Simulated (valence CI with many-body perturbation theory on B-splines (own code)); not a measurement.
**E1 transitions of La50+**

Method: configuration interaction combined with many-body perturbation theory (CI+MBPT): five valence electrons over a frozen Dirac-Fock core [He], radial functions for each j: 11 s, 11 p, 10 d, 8 f, 5 g, 2 h, with the one-electron correlation potential Σ1, the two-electron term Σ2, the three-electron term Σ3, Breit, model QED; selected CI, second order for the rest, scaled by the run's own slope (own B-spline code, finite nucleus).

The last digits are not significant, and no measured levels were compared; by estimate large intervals hold to a few tenths of a per cent, small ones and those within an open d or f shell to about a per cent. Among the levels kept, up to 7200 cm⁻¹ of a level comes from second order outside the variational space, and about a tenth of that is noise between levels of different J, which matters for small intervals.

Lines 101 to 150 of 600 in falling wavelength, among levels below 6732.1 eV, chosen from the strongest by gf and those to the six lowest levels. Wavelengths and rates use the calculated energies. Electric multipoles are in the length gauge, E1 and E2 with the static RPA response of the core. Weak lines are less certain than strong ones. Lines between different terms over intervals too small for the method are left out, as are lines whose strength nearly cancels. Where a level lies close to another of its J and parity, the split of strength between their lines is uncertain. The highest levels of a list are the least certain.

Levels are named by their leading jj configuration (3d3/2^4 stands for four electrons in 3d with j = 3/2), which in mixed levels can hold well under half, so a name can repeat and another be missing. Letters in brackets count levels of one name in rising energy.

```csv
λ vac (nm),Upper,Lower,A (s⁻¹),S (a.u.)
6.221,(2s 2p1/2 2p3/2^2 3p3/2) J=7/2 [a],(2s 2p1/2 2p3/2^2 3s) J=5/2 [a],1.47e+11,1.40e-01
6.212,(2s 2p1/2^2 2p3/2 3p3/2) J=3/2 [a],(2s^2 2p1/2 2p3/2 3p3/2) J=3/2 [b],4.82e+10,2.28e-02
6.212,(2p1/2^2 2p3/2^2 3p1/2) J=3/2,(2s 2p1/2 2p3/2^2 3p1/2) J=3/2 [d],3.80e+10,1.80e-02
6.205,(2s 2p1/2 2p3/2^2 3p3/2) J=5/2 [e],(2s 2p1/2 2p3/2^2 3s) J=3/2 [d],9.74e+10,6.89e-02
6.195,(2s^2 2p1/2 2p3/2 3d3/2) J=5/2 [a],(2s^2 2p1/2 2p3/2 3p1/2) J=3/2 [a],4.33e+10,3.05e-02
6.188,(2s^2 2p3/2^2 3d3/2) J=3/2 [a],(2s^2 2p3/2^2 3p1/2) J=3/2,7.15e+10,3.35e-02
6.181,(2s 2p1/2^2 2p3/2 3d3/2) J=5/2 [b],(2s 2p1/2^2 2p3/2 3p1/2) J=3/2 [b],9.98e+10,6.98e-02
6.178,(2s^2 2p1/2 2p3/2 3p3/2) J=3/2 [a],(2s^2 2p1/2 2p3/2 3s) J=1/2,5.32e+10,2.47e-02
6.163,(2s 2p1/2 2p3/2^2 3p3/2) J=5/2 [a],(2s 2p1/2 2p3/2^2 3s) J=5/2 [a],6.81e+10,4.72e-02
6.158,(2s 2p1/2^2 2p3/2 3d3/2) J=3/2 [a],(2s 2p1/2^2 2p3/2 3p1/2) J=3/2 [a],4.64e+10,2.14e-02
6.146,(2s^2 2p3/2^2 3d3/2) J=5/2,(2s^2 2p3/2^2 3p1/2) J=3/2,3.15e+10,2.16e-02
6.146,(2s 2p1/2 2p3/2^2 3p3/2) J=3/2 [c],(2s 2p1/2 2p3/2^2 3s) J=1/2 [a],1.46e+11,6.69e-02
6.135,(2s 2p1/2 2p3/2^2 3p3/2) J=5/2 [e],(2s 2p1/2 2p3/2^2 3s) J=5/2 [c],2.19e+10,1.50e-02
6.132,(2s 2p1/2 2p3/2^2 3d3/2) J=3/2 [a],(2s 2p1/2 2p3/2^2 3p1/2) J=3/2 [a],8.33e+10,3.79e-02
6.119,(2s 2p1/2 2p3/2^2 3d3/2) J=7/2 [c],(2s^2 2p3/2^2 3d5/2) J=5/2 [a],4.89e+10,4.43e-02
6.113,(2s 2p1/2^2 2p3/2 3d3/2) J=7/2,(2s 2p1/2^2 2p3/2 3p1/2) J=5/2,6.22e+10,5.61e-02
6.111,(2s 2p1/2^2 2p3/2 3d3/2) J=5/2 [a],(2s^2 2p1/2 2p3/2 3d3/2) J=5/2 [a],3.91e+10,2.65e-02
6.105,(2s 2p1/2 2p3/2^2 3d3/2) J=7/2 [a],(2s 2p1/2 2p3/2^2 3p1/2) J=5/2 [a],8.90e+10,8.00e-02
6.098,(2s^2 2p1/2 2p3/2 3d3/2) J=7/2,(2s^2 2p1/2 2p3/2 3p1/2) J=5/2,1.00e+11,8.97e-02
6.096,(2s 2p1/2^2 2p3/2 3d3/2) J=1/2 [a],(2s 2p1/2^2 2p3/2 3p1/2) J=3/2 [a],1.11e+11,2.49e-02
6.091,(2s 2p1/2 2p3/2^2 3p3/2) J=5/2 [b],(2s 2p1/2 2p3/2^2 3s) J=5/2 [b],7.79e+10,5.21e-02
6.091,(2s 2p1/2 2p3/2^2 3d3/2) J=1/2 [a],(2s 2p1/2 2p3/2^2 3p1/2) J=3/2 [a],1.12e+11,2.49e-02
6.090,(2s^2 2p1/2^2 3d3/2) J=3/2,(2s^2 2p1/2^2 3p1/2) J=1/2,1.05e+11,4.70e-02
6.088,(2p1/2^2 2p3/2^2 3p1/2) J=5/2,(2s 2p1/2 2p3/2^2 3p1/2) J=3/2 [d],5.01e+10,3.35e-02
6.082,(2s 2p1/2 2p3/2^2 3d3/2) J=3/2 [d],(2s 2p1/2 2p3/2^2 3p1/2) J=3/2 [b],3.95e+10,1.75e-02
6.075,(2s^2 2p3/2^2 3d3/2) J=1/2,(2s^2 2p3/2^2 3p1/2) J=3/2,8.44e+10,1.87e-02
6.073,(2s 2p1/2 2p3/2^2 3d3/2) J=7/2 [c],(2s 2p1/2 2p3/2^2 3p1/2) J=5/2 [c],3.88e+10,3.43e-02
6.065,(2s^2 2p1/2 2p3/2 3d3/2) J=3/2 [a],(2s^2 2p1/2 2p3/2 3p1/2) J=1/2,3.33e+10,1.46e-02
6.063,(2s 2p1/2 2p3/2^2 3d3/2) J=1/2 [b],(2s 2p1/2 2p3/2^2 3p1/2) J=1/2 [b],7.67e+10,1.69e-02
6.060,(2s 2p1/2 2p3/2^2 3d3/2) J=3/2 [c],(2s 2p1/2 2p3/2^2 3p1/2) J=1/2 [a],8.42e+10,3.70e-02
6.056,(2s 2p1/2^2 2p3/2 3p3/2) J=3/2 [b],(2s 2p1/2^2 2p3/2 3s) J=3/2 [b],7.74e+10,3.39e-02
6.051,(2s^2 2p3/2^2 3d3/2) J=7/2,(2s^2 2p3/2^2 3p1/2) J=5/2,1.13e+11,9.86e-02
6.043,(2s 2p1/2 2p3/2^2 3d3/2) J=5/2 [a],(2s 2p1/2 2p3/2^2 3p1/2) J=3/2 [a],4.72e+10,3.08e-02
6.037,(2s 2p1/2^2 2p3/2 3p1/2) J=5/2,(2s^2 2p1/2 2p3/2 3p1/2) J=3/2 [a],4.18e+10,2.72e-02
6.031,(2s 2p1/2 2p3/2^2 3d3/2) J=9/2,(2s 2p1/2 2p3/2^2 3p1/2) J=7/2,7.14e+10,7.73e-02
6.023,(2s 2p1/2 2p3/2^2 3d3/2) J=5/2 [d],(2s 2p1/2 2p3/2^2 3p1/2) J=3/2 [b],4.62e+10,2.99e-02
6.017,(2s 2p1/2 2p3/2^2 3d3/2) J=3/2 [d],(2s 2p1/2 2p3/2^2 3p1/2) J=1/2 [b],4.08e+10,1.75e-02
6.011,(2s 2p1/2^2 2p3/2 3p3/2) J=3/2 [b],(2s 2p1/2^2 2p3/2 3s) J=1/2,8.89e+10,3.81e-02
5.993,(2s^2 2p1/2^2 3p3/2) J=3/2,(2s^2 2p1/2^2 3s) J=1/2,1.66e+11,7.07e-02
5.982,(2s 2p1/2 2p3/2^2 3d3/2) J=5/2 [e],(2s 2p1/2 2p3/2^2 3p1/2) J=3/2 [c],2.35e+10,1.49e-02
5.973,(2s 2p1/2 2p3/2^2 3s) J=5/2 [b],(2s^2 2p3/2^2 3s) J=3/2,3.83e+10,2.42e-02
5.972,(2s 2p1/2^2 2p3/2 3d3/2) J=3/2 [a],(2s^2 2p1/2 2p3/2 3d3/2) J=3/2 [a],3.99e+10,1.68e-02
5.950,(2s^2 2p3/2^2 3p3/2) J=7/2,(2s^2 2p3/2^2 3s) J=5/2,1.38e+11,1.15e-01
5.948,(2s 2p1/2^2 2p3/2 3d3/2) J=3/2 [b],(2s 2p1/2^2 2p3/2 3p1/2) J=3/2 [b],3.71e+10,1.54e-02
5.926,(2s 2p1/2 2p3/2^2 3p3/2) J=3/2 [a],(2s 2p1/2 2p3/2^2 3s) J=3/2 [a],1.21e+11,4.98e-02
5.925,(2s 2p1/2^2 2p3/2 3d3/2) J=3/2 [b],(2s 2p1/2^2 2p3/2 3p1/2) J=1/2,3.85e+10,1.58e-02
5.918,(2s^2 2p1/2 2p3/2 3d3/2) J=1/2 [a],(2s^2 2p1/2 2p3/2 3p1/2) J=1/2,9.71e+10,1.99e-02
5.912,(2s 2p1/2^2 2p3/2 3p3/2) J=1/2 [b],(2s 2p1/2^2 2p3/2 3s) J=1/2,1.54e+11,3.13e-02
5.907,(2s 2p1/2 2p3/2^2 3p1/2) J=5/2 [b],(2s^2 2p3/2^2 3p1/2) J=3/2,2.56e+10,1.56e-02
5.898,(2s 2p1/2 2p3/2^2 3p3/2) J=9/2,(2s 2p1/2 2p3/2^2 3s) J=7/2,5.19e+10,5.25e-02
```
